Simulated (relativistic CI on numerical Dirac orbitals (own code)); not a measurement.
# One change at a time: Tb LXI

Base calculation: Dirac-Coulomb-Breit CI, KLI orbitals optimised for each configuration, a model potential for QED, unscaled Slater integrals.

CI space (outside the closed core 1s2): 2s2 2p, 2s 2p2, 2p3, 2p2 3s, 2p2 3p, 2p2 3d, 2s2 3s, 2s2 3p, 2s2 3d, 2s 2p 3s, 2s 2p 3p, 2s 2p 3d, 2s2 4s, 2s2 4p, 2s2 4d, 2s2 4f. Levels of other configurations are missing.

Variants: (1) P86 correlation estimate; (2) non-relativistic limit. Shifts of the energy above 2s2 2p 2P°_1/2, in eV, for the lowest level and the first level of each name with at least 55 % of one term (blank where a level changes its place among those of its configuration and J or its character, or is not in the variant):

| Level | Base | Δ(1) | Δ(2) |
| --- | --- | --- | --- |
| 2s2 2p 2P°_1/2 | 0.00 | 0.00 | 0.00 |
| 2s2 2p 2P°_3/2 | 814.64 | 0.00 | -814.64 |
| 2s 2p2 4P_3/2 | 967.06 | +0.04 | -862.52 |
| 2s 2p2 2D_5/2 | 1004.86 | +0.04 |  |
| 2s 2p2 2P_1/2 | 1066.56 | +0.04 |  |
| 2s 2p2 2D_3/2 | 1068.40 | +0.04 | -877.55 |
| 2s 2p2 4P_5/2 | 1799.99 | +0.04 |  |
| 2s 2p2 2S_1/2 | 1893.41 | +0.04 |  |
| 2s 2p2 2P_3/2 | 1894.43 | +0.04 | -1637.93 |
| 2p3 4S°_3/2 | 2070.63 | -0.03 |  |
| 2p3 2D°_5/2 | 2093.06 | -0.03 | -1708.09 |
| 2p3 2P°_1/2 | 2141.82 | -0.03 | -1708.61 |
| 2s2 3s 2S_1/2 | 7874.86 | +1.25 | -615.98 |
| 2s2 3p 2P°_1/2 | 7948.60 | +1.36 | -630.76 |

At this charge energies of transitions that change n are usually good to better than 1 %, and those within a shell (Δn = 0) to a few per cent.

Ionisation energy from the two ground configurations alone: base 14001.8 eV. The NIST ASD value (theoretical) is 14003 eV.

LS names give the leading component of a level, which can be under half, so a name can repeat, a term be missing and a line seem to break the LS rules.
